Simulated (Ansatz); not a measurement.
Process, species as SMILES: O=C1CC1 + 5 [H][H] (H2) → 3 C (CH4) + O (H2O)
Geometries: B3LYP-D3(BJ)/def2-TZVP minima from Ansatz (a program for electronic structure).

Quantity: energy of full hydrogenation (electronic energy difference), in kcal/mol. Valence correlation only, unless marked. Spin-orbit coupling is left out. No relativistic terms. Basis-set limits of correlation are two-point, X^-3; Hartree-Fock from the larger set.

| level | program | energy of full hydrogenation (kcal/mol) |
|---|---|---|
| HF/cc-pVQZ | Ansatz | -148.9 |
| SVWN5/def2-TZVPD | Ansatz | -141.8 |
| PBE-D3(BJ)/def2-TZVPD | Ansatz + dftd3 | -131.6 |
| PBE-QIDH/def2-TZVPD | Ansatz | -142.1 |
| RI-MP2/cc-pVQZ | Ansatz | -138.7 |

Q: Estimate the value at CCSD(T)/CBS(cc-pVTZ,cc-pVQZ) as computed with Ansatz.

A: -140.4 kcal/mol, so RI-MP2/cc-pVQZ differs from it by 1.7 kcal/mol.
